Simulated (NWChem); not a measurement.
System: CdHOCl; SMILES [OH][Cd][Cl]

The following NWChem deck was run.

```
start job
memory heap 200 mb stack 900 mb global 1100 mb
geometry units angstroms
  Cd    -0.448643     0.171930     0.000130
  Cl     0.168682    -2.032984    -0.000351
  O     -1.111506     2.037909     0.002539
  H     -0.340732     2.639114    -0.015138
end
basis spherical
  Cd library 3-21g
  Cl library 3-21g
  O library 3-21g
  H library 3-21g
end
dft
  xc hfexch
  iterations 150
end
driver
  maxiter 120
end
task dft optimize
task dft freq
```

Output (shortened):

```
             Northwest Computational Chemistry Package (NWChem) 7.3.0
             --------------------------------------------------------

 CS  symmetry detected

                             Geometry "geometry" -> ""
                             -------------------------

 Output coordinates in angstroms (scale by  1.889725989 to convert to a.u.)

  No.       Tag          Charge          X              Y              Z
 ---- ---------------- ---------- -------------- -------------- --------------
    1 Cd                  48.0000     0.00758008     0.28065166     0.00000000
    2 Cl                  17.0000    -0.01978136    -2.00888704     0.00000000
    3 O                    8.0000    -0.10404754     2.25772270     0.00000000
    4 H                    1.0000     0.80481946     2.61801841     0.00000000

 Effective nuclear repulsion energy (a.u.)     324.5981463039

      Symmetry information
      --------------------

 Group name             Cs
 Group number              2
 Group order               2
 No. of unique centers     4

                                Z-matrix (autoz)
                                --------

 Units are Angstrom for bonds and degrees for angles

      Type          Name      I     J     K     L     M      Value
      ----------- --------  ----- ----- ----- ----- ----- ----------
    1 Stretch                  1     2                       2.28970
    2 Stretch                  1     3                       1.98022
    3 Stretch                  3     4                       0.97768
    4 Bend                     1     3     4               108.39296
    5 Bend                     2     3     4               110.49306
    6 Torsion                  2     1     4     3         180.00000

  xc_inp: hfexch multiplicative factor not found.

                           NWChem Geometry Optimization
                           ----------------------------

 maximum gradient threshold         (gmax) =   0.000450
 rms gradient threshold             (grms) =   0.000300
 maximum cartesian step threshold   (xmax) =   0.001800
 rms cartesian step threshold       (xrms) =   0.001200
 fixed trust radius                (trust) =   0.300000
 source of zmatrix                         =   autoz

          -------------------
          Energy Minimization
          -------------------

 Using diagonal initial Hessian
 Scaling for Hessian diagonals: bonds = 1.00  angles = 0.25  torsions = 0.10

          --------
          Step   0

[...]

      ----------------------
      Optimization converged
      ----------------------

  Step       Energy      Delta E   Gmax     Grms     Xrms     Xmax
  ---- ---------------- -------- -------- -------- -------- --------
@    7   -5972.21982780 -1.2D-07  0.00000  0.00000  0.00048  0.00120
                                     ok       ok       ok       ok

                                Z-matrix (autoz)
                                --------

 Units are Angstrom for bonds and degrees for angles

      Type          Name      I     J     K     L     M      Value     Gradient
      ----------- --------  ----- ----- ----- ----- ----- ---------- ----------
    1 Stretch                  1     2                       2.41878   -0.00000
    2 Stretch                  1     3                       1.98240   -0.00000
    3 Stretch                  3     4                       0.96453   -0.00000
    4 Bend                     1     3     4               124.17363    0.00000
    5 Bend                     2     3     4               125.47029   -0.00000
    6 Torsion                  2     1     4     3         180.00000    0.00000

                         Geometry "geometry" -> "geometry"
                         ---------------------------------

 Output coordinates in angstroms (scale by  1.889725989 to convert to a.u.)

[...]

 Rotational Constants
 --------------------
 A=  28.810526 cm-1  ( 41.450994 K)
 B=   0.065176 cm-1  (  0.093771 K)
 C=   0.065029 cm-1  (  0.093560 K)

 Temperature                      =   298.15K
 frequency scaling parameter      =   1.0000

 Zero-Point correction to Energy  =    8.141 kcal/mol  (  0.012974 au)
 Thermal correction to Energy     =   11.279 kcal/mol  (  0.017974 au)
 Thermal correction to Enthalpy   =   11.871 kcal/mol  (  0.018917 au)

 Total Entropy                    =   72.658 cal/mol-K
   - Translational                =   41.208 cal/mol-K (mol. weight = 165.8752)
   - Rotational                   =   22.097 cal/mol-K (symmetry #  =        1)
   - Vibrational                  =    9.353 cal/mol-K

 Cv (constant volume heat capacity) =   13.358 cal/mol-K
   - Translational                  =    2.979 cal/mol-K
   - Rotational                     =    2.979 cal/mol-K
   - Vibrational                    =    7.399 cal/mol-K

[normal modes left out]

 ----------------------------------------------------------------------------
 Normal Eigenvalue ||           Projected Infra Red Intensities
  Mode   [cm**-1]  || [atomic units] [(debye/angs)**2] [(KM/mol)] [arbitrary]
 ------ ---------- || -------------- ----------------- ---------- -----------
    1       -0.000 ||    0.000478           0.011         0.466       0.120
    2       -0.000 ||    0.001392           0.032         1.357       0.350
    3       -0.000 ||    0.179599           4.143       175.082      45.147
    4        0.000 ||    0.000313           0.007         0.305       0.079
    5        0.000 ||    0.002723           0.063         2.654       0.684
    6        0.000 ||    0.000000           0.000         0.000       0.000
    7       89.712 ||    0.032202           0.743        31.392       8.095
    8       89.863 ||    0.020212           0.466        19.703       5.081
    9      332.357 ||    0.016835           0.388        16.411       4.232
   10      574.714 ||    0.184950           4.267       180.298      46.493
   11      719.462 ||    0.030690           0.708        29.919       7.715
   12     3891.427 ||    0.007974           0.184         7.774       2.005
 ----------------------------------------------------------------------------
```

Level: Hartree-Fock/3-21G, non-relativistic.
